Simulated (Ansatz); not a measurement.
```yaml
crystal:
  periodic: [false, false, false]
  atoms:
    - {symbol: F, position_ang: [0.576071, -0.299954, -1.963816]}
    - {symbol: C, position_ang: [0.026402, 0.347006, -0.891234]}
    - {symbol: C, position_ang: [0.834020, 0.335546, 0.380382]}
    - {symbol: Ge, position_ang: [-0.871736, -0.611664, 0.555887]}
    - {symbol: H, position_ang: [-0.390617, 1.305055, -1.191644]}
    - {symbol: H, position_ang: [1.687205, -0.336037, 0.359509]}
    - {symbol: H, position_ang: [1.038913, 1.283487, 0.866307]}
    - {symbol: H, position_ang: [-0.717531, -2.077878, 0.657152]}
    - {symbol: H, position_ang: [-0.767531, -2.127878, 0.607152]}
basis:
  gaussian: {orbitals: def2-mTZVP}
hamiltonian: {xc: {name: r2SCAN0}, dispersion: d3bj}
scf: {lower_state_search: full}
```

```sh
$ ansatz run in.yaml --threads 4 --pin off --events-out ev --progress --plain --max-ram 10444MiB
```

Output, abridged:

```
Warning: the engine holds no damping parameters fitted to this dispersion correction and functional, so the run takes those fitted to r2scan0 beside the three-body term, which d3bj leaves out (hamiltonian.dispersion, under Limitations)
Functional definition: r2SCAN0
1120 factors; their error is unknown
mean field evaluation 1: about -61253.2901 eV, gradient 5.6e1 eV
mean field evaluation 2: about -61246.6038 eV, gradient 7.3e1 eV
mean field evaluation 4: about -61260.6040 eV, gradient 4.2e0 eV
mean field evaluation 8: about -61260.6214 eV, gradient 7.4e-2 eV
mean field evaluation 16: about -61260.8147 eV, gradient 3.3e-5 eV
mean field -61260.81472471 eV, -2251.2934170615 hartree, gradient 3.4e-5 eV, S^2 0.000000; 0 other end points of the search recorded, 0 dependent functions left out
reference -61260.81473239 eV, -2251.2934173438 hartree; 29, 29 occupied and 79, 79 virtual orbitals, 1120 factors
Total energy: -61260.86352219 eV, -2251.2952103359 hartree
```

What is wrong with this run?

One atom was put on top of another. The calculation finished and met its thresholds. The result belongs to that input, not to the molecule as meant.
